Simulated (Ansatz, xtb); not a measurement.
**Relaxing a trial structure of Cl2FHNOSi**

The starting geometry of this gas-phase doublet has its atoms placed at random.

```json
{"atom": "Cl", "x (Å)": "-0.9732", "y (Å)": "-0.1229", "z (Å)": "1.5496"}
{"atom": "Cl", "x (Å)": "-0.7067", "y (Å)": "0.6721", "z (Å)": "-1.8212"}
{"atom": "F", "x (Å)": "0.9724", "y (Å)": "-0.5012", "z (Å)": "1.6307"}
{"atom": "N", "x (Å)": "0.5290", "y (Å)": "2.2506", "z (Å)": "-0.0830"}
{"atom": "O", "x (Å)": "1.5393", "y (Å)": "-0.0098", "z (Å)": "0.8326"}
{"atom": "Si", "x (Å)": "-1.1007", "y (Å)": "1.6605", "z (Å)": "-0.1118"}
{"atom": "H", "x (Å)": "-0.0857", "y (Å)": "1.2721", "z (Å)": "0.7211"}
```

Problem. One run relaxed it with r2SCAN-D4/def2-SVP. What is a likely outcome?

Solution. It ends as a structure given below by its coordinates. Distances that change by over a tenth: F3–O5 (1.10 → 1.45 Å). Contacts that open: Si6–H7 (1.37 → 2.34 Å). Contacts that close: Cl1–Si6 (2.44 → 2.04 Å), N4–H7 (1.41 → 1.03 Å), O5–Si6 (3.26 → 1.71 Å).

The energy falls by 12.46 eV over 24 steps:

```csv
step,E − E(last) (eV)
1,12.463
4,4.792
6,3.709
9,2.394
11,0.894
14,0.211
16,0.039
19,0.006
21,0.000
24,0.000
```

Final geometry (Å):

```yaml
atoms:
  - { symbol: Cl, position_ang: [-1.8933, 0.0821, 1.2070] }
  - { symbol: Cl, position_ang: [-0.7340, 0.5028, -1.9405] }
  - { symbol: F, position_ang: [1.3647, -0.2887, 1.5468] }
  - { symbol: N, position_ang: [0.0416, 2.3035, 0.4796] }
  - { symbol: O, position_ang: [0.9748, -0.4290, 0.1550] }
  - { symbol: Si, position_ang: [-0.3255, 0.6718, 0.0430] }
  - { symbol: H, position_ang: [0.7461, 2.3789, 1.2271] }
```

From the same start GFN2-xTB reaches the same bonding as this run.

From so rough a start the end depends on the optimiser's path, so another program may land elsewhere. The end wasn't checked by frequencies. Open shells are spin-unrestricted. Run with Ansatz 0.2.0, 3.7 min on 2 threads of Intel(R) Xeon(R) 6975P-C (Granite Rapids), on a shared host.
